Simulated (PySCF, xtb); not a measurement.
C2H3O2, SMILES OC(=O)[CH2], multiplicity 2. Other conformers were not sampled.

Harmonic wavenumbers (cm⁻¹) from GFN2-xTB (xtb) at its own minimum, in rising order: 336, 396, 517, 555, 616, 740, 916, 972, 1140, 1254, 1360, 1625, 3128, 3191, 3476.

Problem. What does ωB97X-D3(BJ)/def2-SVP in PySCF give at its own minimum? (Estimate from the structure and the level; the computed values follow.)

Solution. 325, 425, 556, 598, 644, 772, 944, 988, 1228, 1376, 1477, 1802, 3200, 3335, 3828. Paired by order, the mean absolute difference is 87 cm⁻¹ and the zero-point energies are 28.9 and 30.7 kcal/mol.
